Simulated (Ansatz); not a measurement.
Cost and result up the ladder for the cluster Hg₂TeCl₂ (5 atoms). Charge 0, multiplicity 1. Geometry: r2SCAN-D4/def2-SVP.

Cartesian coordinates in Å:
```
Hg 0.2466 0.5826 2.1014
Hg 0.6071 0.0537 -0.4538
Te 0.7651 -0.5354 -3.0847
Cl -0.0622 1.0715 4.3866
Cl -1.5567 -1.1724 -2.9496
```

Ansatz on 4 threads of Intel Xeon 6975P-C on a shared host. Times are rough, and most runs start from the orbitals of an earlier one. ωB97M-V/def2-TZVP serves as the yardstick here, not as an exact answer. Differences are given only for rows in sets of like size (and for xTB, whose basis is part of the method), since another set adds its own error. Binding counts from free atoms at the same level (Hg singlet, Te triplet, Cl doublet; other spins of the atoms weren't run), without zero-point energy or a counterpoise term.

In the def2 sets Hg, Te take a core potential; there is no spin–orbit coupling. Correlated methods freeze 14 core orbitals; core or outer-core shells of Hg, Te are correlated, in sets that lack core-valence functions. The rows differ in basis, and correlated rows in double-zeta sets carry the largest basis error. Another isomer (singlet) lies 0.97 eV lower at PBE0-D4/def2-TZVP; other spin states weren't run for this one.

Correlated methods converge slowly with the basis, most of all in double-zeta sets.

| level | functions | wall time | binding energy per atom (eV) | difference from ωB97M-V/def2-TZVP (eV) |
| --- | --- | --- | --- | --- |
| PBE-D4/def2-TZVP (with forces) | 210 | 1.6 s | 1.35 | 0.05 |
| HF/def2-TZVP | 210 | 2.5 s | 0.64 | -0.66 |
| r2SCAN-D4/def2-TZVP | 210 | 2.6 s | 1.32 | 0.01 |
| PBE0-D4/def2-TZVP | 210 | 2.8 s | 1.30 | 0.00 |
| ωB97M-V/def2-TZVP | 210 | 6.5 s | 1.30 | 0.00 |
| CCSD(T)/def2-SVP | 126 | 19 s | 0.91 | – |
